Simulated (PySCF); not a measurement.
Delta-SCF ions had no search for a lower state. Excitations are Tamm–Dancoff values on a coarser integration grid. The basis has no diffuse functions, so Rydberg states are missing or too high.

Z-matrix (Å, degrees):
```
O
Si 1 1.6236
Si 1 1.6506 2 144.20
C 2 1.6908 1 125.79 3 1.25
H 4 1.0814 2 124.48 1 0.19
H 4 1.0828 5 116.07 2 -179.80
H 2 1.4672 1 109.30 3 -178.72
H 3 1.4767 1 107.57 2 -169.44
H 3 1.4791 8 110.15 1 119.23
H 3 1.4795 8 110.17 9 121.11
```
Charge 0, spin multiplicity 1.

What is the computed brightest of the four lowest singlets (TDA), vertical ionisation energy (Delta-SCF), HOMO, HOMO–LUMO gap and total energy (TPSSh-D3(BJ)/def2-TZVP // B3LYP-D3(BJ)/def2-TZVP (PySCF 2.14.0))?


```json
{
  "brightest of the four lowest singlets (TDA)": "5.69 eV",
  "vertical ionisation energy (Delta-SCF)": "8.20 eV",
  "HOMO": "-5.67 eV",
  "HOMO–LUMO gap": "4.85 eV",
  "total_energy": "-696.0694 Ha"
}
```
